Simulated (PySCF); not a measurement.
C5H3ClN2.
Atom-mapped SMILES: `[N:1]#[C:2]/[CH:3]=[C:4](\[Cl:5])[CH2:6][C:7]#[N:8]` (hydrogens: H9 on C3; H10, H11 on C6)

Cartesian coordinates in Å at the GFN2-xTB level; atoms count from 1:
```xyz
11
C5H3ClN2 angstrom
N      3.5632    0.1396   -0.2913
C      2.4401   -0.0766   -0.2160
C      1.0632   -0.3518   -0.1227
C      0.1387    0.5995    0.0383
Cl     0.5812    2.2670    0.1464
C     -1.3387    0.3555    0.1447
C     -1.6890   -1.0400    0.0414
N     -1.9721   -2.1434   -0.0390
H      0.7792   -1.3935   -0.1869
H     -1.8574    0.9091   -0.6458
H     -1.7030    0.7372    1.1049
```

Level of theory: CAM-B3LYP/def2-SVPD in PySCF (dipole) on a GFN2-xTB geometry, gas phase.

Take the most abundant isotopes and a rigid rotor. The values belong to one conformer with, in the numbering `[N:1]#[C:2]/[CH:3]=[C:4](\[Cl:5])[CH2:6][C:7]#[N:8]`, C3–C4–C6–C7 -1°.

Q: Give the principal moments of inertia and the rotational constants in cm⁻¹.

A: Ia = 199.34, Ib = 433.02, Ic = 629.22 u·Å²; 505379 MHz·u·Å²/I gives 2535, 1167 and 803.2 MHz, that is A = 0.08457, B = 0.03893, C = 0.02679 cm⁻¹.

Q: Classify the top.

A: An asymmetric top; Ray's κ = -0.580.

Q: Is it planar, by Δ = Ic − Ia − Ib?

A: Not planar: Δ = Ic − Ia − Ib = -3.15 u·Å². For a rigid frame Δ = −2 Σ m c², so Σ m c² = 1.57 u·Å² lies off the ab plane, practically all of it from hydrogen. The atom farthest from that plane is 0.90 Å away.

Q: Where do the levels up to J = 5 lie, in MHz?

A: Above 0(0,0):
J = 1: 1(0,1) 1970, 1(1,1) 3338, 1(1,0) 3702
J = 2: 2(0,2) 5847, 2(1,2) 6915, 2(1,1) 8007, 2(2,1) 12111, 2(2,0) 12175
J = 3: 3(0,3) 11516, 3(1,3) 12243, 3(1,2) 14420, 3(2,2) 18022, 3(2,1) 18327, 3(3,1) 25809, 3(3,0) 25816
J = 4: 4(0,4) 18853, 4(1,4) 19288, 4(1,3) 22879, 4(2,3) 25853, 4(2,2) 26702, 4(3,2) 33799, 4(3,1) 33847, 4(4,1) 44554, 4(4,0) 44554
J = 5: 5(0,5) 27781, 5(1,5) 28015, 5(1,4) 33287, 5(2,4) 35564, 5(2,3) 37332, 5(3,3) 43805, 5(3,2) 43991, 5(4,2) 54546, 5(4,1) 54551, 5(5,1) 68366, 5(5,0) 68366

Q: Which types of transition are allowed, and where do some lines up to J = 2 fall?

A: The dipole components are |μa| = 1.88 D, |μb| = 3.55 D, |μc| = 0.00 D; the mirror of this Cs structure is the ab plane, so μc vanishes by symmetry (the 0.03 D computed is a residue) and there are no c-type lines. The squared components, which scale the intensities, stand as 0.28 : 1.00 (a : b). Some lines, for components of 0.1 D or more:

| type | branch | J(Ka,Kc) | MHz | lower level (cm⁻¹) |
| --- | --- | --- | --- | --- |
| a | Q | 1(1,0) ← 1(1,1) | 364 | 0.111 |
| a | Q | 2(1,1) ← 2(1,2) | 1092 | 0.231 |
| b | Q | 1(1,0) ← 1(0,1) | 1732 | 0.066 |
| a | R | 1(0,1) ← 0(0,0) | 1970 | 0.000 |
| b | Q | 2(1,1) ← 2(0,2) | 2159 | 0.195 |
| b | R | 2(0,2) ← 1(1,1) | 2509 | 0.111 |
| b | R | 1(1,1) ← 0(0,0) | 3338 | 0.000 |
| a | R | 2(1,2) ← 1(1,1) | 3577 | 0.111 |
| a | R | 2(0,2) ← 1(0,1) | 3877 | 0.066 |
| b | Q | 2(2,0) ← 2(1,1) | 4168 | 0.267 |
| a | R | 2(1,1) ← 1(1,0) | 4304 | 0.123 |
| b | R | 2(1,2) ← 1(0,1) | 4945 | 0.066 |
| b | Q | 2(2,1) ← 2(1,2) | 5196 | 0.231 |
| b | R | 2(2,1) ← 1(1,0) | 8409 | 0.123 |
| b | R | 2(2,0) ← 1(1,1) | 8836 | 0.111 |

Q: Estimate the classical rotational partition function at 25 K, 50 K and 298.15 K.

A: Point group Cs, symmetry number σ = 1; q = (√π/σ)·√((kT/h)³/(ABC)), k/h = 20836.6 MHz/K: 13700 at 25 K, 38700 at 50 K, 563000 at 298.15 K.

No frequency check. Constants of a rigid frame at the computed geometry: no zero-point averaging, no centrifugal distortion. Quadrupole hyperfine structure (14N, 35Cl) is left out.

The run took 31 s wall on one thread, Arm Neoverse V2 (aarch64) (shared host), and the process peaked at 0.86 GiB of memory. This is the CAM-B3LYP/def2-SVPD job that gave the dipole, with the excitations it also computed.
